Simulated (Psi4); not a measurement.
Conformational energy of C2H8OSi2, SMILES O=C[SiH2]C[SiH3]. Scanned: dihedral C2–Si3–C4–Si5; all other coordinates were relaxed at GFN2-xTB. Points at φ and −φ are mirror images.

Geometry of the scan point at 40° (Å):
```
13

O     -1.1374    -1.3360     1.1766
C     -1.7498    -0.3817     0.7643
Si    -1.1570     0.6075    -0.7676
C      0.6736     0.1758    -0.8853
Si     1.1004    -1.6629    -0.5181
H     -2.6852    -0.0848     1.2835
H     -1.9603     0.1299    -1.8971
H     -1.4611     2.0202    -0.5106
H      1.0433     0.4309    -1.8782
H      1.2385     0.7972    -0.1893
H      1.4590    -1.8552     0.8809
H      2.3087    -1.9406    -1.3168
H      0.0471    -2.5514    -1.0013
```

Method: Psi4 with DF-MP2 (frozen core)/cc-pVTZ // GFN2-xTB.

Scanned values (°): -160, -140, -120, -100, -80, -60, -40, -20, 0, 20, 40, 60, 80, 100, 120, 140, 160, 180.

Question: Describe the profile: where are the wells and the tops?

Answer: Lower than their neighbours: -80° (0.1 kJ/mol), 80° (0.1 kJ/mol), 180° (0.0 kJ/mol). Higher than their neighbours: -120° (2.2 kJ/mol), 0° (8.1 kJ/mol), 120° (2.2 kJ/mol). The whole profile spans 8.1 kJ/mol.
